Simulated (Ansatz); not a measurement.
`C[CH2][Mg][F]` + `B1CN1` → `CCN1BC1` + `[F][MgH]`  (substitution at a C–Mg bond)

Gas-phase electronic energies from Ansatz, PBE0-D4/def2-TZVP geometries. CCSD(T)/CBS adds triple-zeta CCSD(T) − MP2 to the extrapolated MP2 energy (def2 sets, frozen cores). This one scheme is used for every species. DFT in def2-TZVPP. B3LYP here is the variant with VWN-RPA as its local correlation; programs differ in this. For Mg outer-core shells are correlated without core-valence functions, which leaves a few kJ/mol of doubt a bond. Each species was taken in one conformer, which may not be the lowest.

`C[CH2][Mg][F]`:

Cartesian coordinates in Å:
```
C 0.607 -1.016 -0.078
C -0.601 -0.086 -0.204
Mg -0.320 1.895 0.391
F -0.090 3.567 0.892
H 0.962 -1.093 0.954
H 0.381 -2.036 -0.410
H 1.455 -0.672 -0.677
H -0.953 -0.071 -1.243
H -1.442 -0.488 0.375
```

`B1CN1`:

```xyz
7

B     0.680   -0.004   -0.671
C    -0.455   -0.557    0.249
N     0.079    0.809    0.211
H     1.509   -0.072   -1.512
H    -1.471   -0.694   -0.120
H    -0.231   -1.144    1.139
H    -0.112    1.661    0.703
```

`CCN1BC1`:

Z-matrix (Å, degrees):
```
C
C 1 1.514
H 1 1.092 2 110.8
H 1 1.092 2 110.5 3 120.0
H 1 1.092 2 110.8 3 -119.9
N 2 1.426 1 111.4 3 60.0
H 2 1.097 1 110.5 3 -61.3
H 2 1.098 1 110.5 3 -178.8
C 6 1.463 2 134.8 1 180.0
B 6 1.341 2 157.6 1 0.0
H 9 1.092 6 116.4 2 -68.9
H 9 1.092 6 116.4 2 68.9
H 10 1.184 6 145.0 2 -0.0
```

`[F][MgH]`:

Z-matrix (Å, degrees):
```
Mg
F 1 1.756
H 1 1.687 2 180.0
```

(1) Is it downhill or uphill in electronic energy at CCSD(T)/CBS, and by how much? (Estimate.)

(2) What do these levels give: PBE0-D4, B3LYP-D4, ωB97X-V, B2PLYP, r2SCAN, PBE0, HF/def2-TZVPP, MP2/def2-TZVPP, HF/def2-QZVPP, MP2/def2-QZVPP, HF/CBS(def2), CCSD/CBS(def2)? (Estimate.)

Largest T1 diagnostic among the species: 0.013.

Results:

(1) Computed: Uphill: ΔE = +0.15 eV.

(2) Computed: PBE0-D4 0.09, B3LYP-D4 0.08, ωB97X-V 0.05, B2PLYP 0.14, r2SCAN 0.11, PBE0 0.13, HF/def2-TZVPP -0.01, MP2/def2-TZVPP 0.14, HF/def2-QZVPP -0.02, MP2/def2-QZVPP 0.16, HF/CBS(def2) -0.02, CCSD/CBS(def2) 0.15 eV.

In def2-TZVPP, CCSD(T) changes the Hartree–Fock value by +0.12 eV (the triples alone add +0.00 eV) and MP2 by +0.15 eV. From PBE to PBE0 (25 % exact exchange), in def2-TZVPP and without D4, ΔE moves by −0.03 eV. The D4 term adds −0.07 eV with B3LYP and −0.04 eV with PBE0; it sums over pairs of atoms, weighted by their polarisabilities, and B3LYP, whose exchange is more repulsive, gets the larger term.
